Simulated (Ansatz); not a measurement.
Geometry optimisation, RKS PBE/def2-mTZVP (Ansatz 0.2.0).

input.yaml

```yaml
crystal:
  periodic: [false, false, false]
  atoms:
    - { symbol: Ge, position_ang: [0.0, 0.0, 0.0] }
    - { symbol: H, position_ang: [0.0, 0.0, 1.9] }
    - { symbol: Cl, position_ang: [2.0935, 0.0, -0.7393] }
    - { symbol: F, position_ang: [-0.7913, 1.3709, -0.5594] }
    - { symbol: Cl, position_ang: [-1.0456, -1.8115, -0.7393] }
    - { symbol: O, position_ang: [1.0804, -1.6406, 0.6527] }
    - { symbol: H, position_ang: [0.514, -2.4726, 0.5682] }
    - { symbol: H, position_ang: [0.5465, -0.8299, 1.8011] }
basis:
  gaussian: { orbitals: def2-mTZVP }
hamiltonian:
  xc: pbe
relax:
  f_tol: 0.15
  max_steps: 25
  restrain:
    - { distance: [0, 5], at: 2.97, k: 30.0 }
    - { distance: [7, 1], at: 1.86, k: 30.0 }
    - { distance: [0, 1], at: 1.55, k: 30.0 }
    - { distance: [7, 5], at: 1.01, k: 30.0 }
```

Launched with:

```bash
$ ansatz run input.yaml --threads 4 --pin off --max-ram 5120MiB --backend cpu --events-out ev --progress --plain --runs-dir out
```

Question: Where does it end, and by what steps?

Answer: The forces met the threshold. The restraints hold the end off the free minimum; the threshold counts their pulls, which the force column leaves out. Restrained pairs: Ge1–O6 (2.07 → 2.97 Å), H2–H8 (1.00 → 1.87 Å), Ge1–H2 (1.90 → 1.55 Å), O6–H8 (1.50 → 0.99 Å). After 9 steps the energy has fallen by 3.943 eV (the restraints' own energy left out); O6 moved furthest, 0.77 Å.

| step | energy less start (eV) | largest force component (eV/Å) | accepted |
| --- | --- | --- | --- |
| 0 | 0.0000 | 3.834 | yes |
| 1 | -0.9009 | 4.217 | yes |
| 2 | -1.9968 | 5.090 | yes |
| 3 | -2.8076 | 4.445 | yes |
| 4 | -3.4609 | 2.455 | yes |
| 5 | -3.7937 | 1.668 | yes |
| 6 | -3.9036 | 0.812 | yes |
| 7 | -3.9287 | 0.644 | yes |
| 8 | -3.9384 | 0.613 | yes |
| 9 | -3.9434 | 0.608 | yes |

```xyz
8
Properties=species:S:1:pos:R:3
Ge -0.037 0.207 -0.163
H 0.018 0.081 1.377
Cl 1.864 0.485 -1.119
F -0.957 1.655 -0.528
Cl -1.149 -1.396 -1.084
O 1.240 -2.044 1.292
H 0.686 -2.831 1.128
H 0.733 -1.541 1.979
```

Run time: 20 s on 4 threads of Arm Neoverse V1, on a shared host, peak memory 0.19 GiB.
